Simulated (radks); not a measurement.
Spin polarisation of the 4p2 shell in As+. Start: [Ar] 3d10 4s2 4p(up 1, down 1); electrons of 4p are moved from spin down to spin up, other shells keep equal spins. Calculated with a radial shooting solver on a logarithmic mesh with Libxc functionals: scalar-relativistic Kohn-Sham, PBE, spin-polarised, spherical densities, finite nucleus; Fermi nuclear charge, rms radius of each element as measured or else 0.836 A^(1/3) + 0.57 fm.

moment (Bohr magnetons)  E - E(0) (eV)  e(4p up) (eV)  e(4p down) (eV)  4s down minus up (eV)  3d down minus up (eV)  3p down minus up (eV)
0                                0.000        -13.340          -13.340                  0.000                  0.000                  0.000
0.5                             -0.059        -13.562          -13.091                  0.462                  0.054                  0.034
1                               -0.236        -13.758          -12.813                  0.927                  0.108                  0.067
1.5                             -0.532        -13.930          -12.505                  1.398                  0.163                  0.101
2                               -0.949        -14.079          -12.161                  1.875                  0.219                  0.136

At moment 2 the spin-polarisation energy is -0.949 eV and the 4p exchange splitting 1.918 eV, that is 0.959 eV per Bohr magneton; E = -I m^2/4 would give I = 0.949 eV.
